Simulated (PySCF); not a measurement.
A structure optimised at PBE-D3(BJ)/def2-SVP, used in a PySCF frequency run:

```xyz
9

Au     0.0000     0.0000     0.0000
N      0.0000     0.0000     2.0720
H     -0.4631     0.8390     2.4577
H     -0.4950    -0.8206     2.4577
H      0.9582    -0.0184     2.4577
N      0.0000     0.0000    -2.0720
H     -0.4631    -0.8390    -2.4577
H     -0.4950     0.8206    -2.4577
H      0.9582     0.0184    -2.4577
```
Charge +1, spin multiplicity 1.

**Question.** Write its SMILES, formula and point group.

**Answer.** [NH3]->[Au][NH3+], AuH₆N₂, D3

**Question.** What are its rotational constants (standard atomic weights)?

**Answer.** 90.983, 3.1669, 3.1669 GHz
